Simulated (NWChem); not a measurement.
# CH₃Be (+1)

SMILES: [Be+][CH3]
```xyz
5

Be     0.7087    -1.0058     0.0000
C     -0.2423     0.3438     0.0000
H     -0.8848     0.3545     0.8992
H     -0.8848     0.3545    -0.8992
H      0.3883     1.2515     0.0000
```
Charge +1, spin multiplicity 1.

The numbers come from NWChem runs, not from measurements. The geometry was optimised at PBE0/def2-SVP, a minimum by its harmonic frequencies.

Symmetry labels belong to the abelian group Cs used in the runs, with the axes of the coordinates shown; states degenerate in a higher group split over its labels.

The spin multiplicity of the parent species was assumed, not shown to be that of its ground state. The structure started from a generated list of species.

**Question.** List the lowest 6 singlet excitations that CIS/def2-SVPD gives, with oscillator strengths.

**Answer.** 
| state | symmetry | energy (eV) | wavelength (nm) | f |
|---|---|---|---|---|
| 1 | a' | 4.92 | 252 | 0.153 |
| 2 | a" | 7.37 | 168 | 0.034 |
| 3 | a' | 7.37 | 168 | 0.034 |
| 4 | a" | 7.54 | 164 | 0.149 |
| 5 | a' | 7.54 | 164 | 0.149 |
| 6 | a" | 9.96 | 124 | 0.000 |
